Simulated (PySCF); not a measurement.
Ligand exchange on a metal centre used in film growth or etching (Hf F-H). Isolated molecules, 0 K electronic values unless said otherwise.

Quantity: redistribution energy (mixed species minus the weighted end members), in eV.

A: 2 of 4 F replaced by H: [Hf(F)2(H)2]
B: 3 of 4 F replaced by H: [Hf(F)(H)3]
C: 1 of 4 F replaced by H: [Hf(F)3(H)]

Task: Put the candidates in order of redistribution energy (mixed species minus the weighted end members), lowest first, for B3LYP-D3(BJ)/def2-TZVP // PBE-D3(BJ)/def2-SVP (PySCF).

Result: A (-0.286 eV), C (-0.236 eV), B (-0.200 eV)
